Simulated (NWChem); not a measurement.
Molecule: C₂H₈Si; SMILES C[SiH2]C

Results from NWChem. Each level has its own optimisation; frequencies are unscaled.

For level PBE/3-21G:

| Quantity | Value |
|---|---|
| r C–Si (Å) | 1.924 |
| r H–Si (Å) | 1.517 |
| highest harmonic frequency (cm⁻¹) | 3072 |
| zero-point energy (kcal/mol) | 55.9 |
| dipole (D) | 0.78 |

Question: Estimate the same quantities for level PBE/STO-3G.

Answer: 
- r C–Si (Å): 1.882
- r H–Si (Å): 1.457
- highest harmonic frequency (cm⁻¹): 3421
- zero-point energy (kcal/mol): 63.3
- dipole (D): 0.17
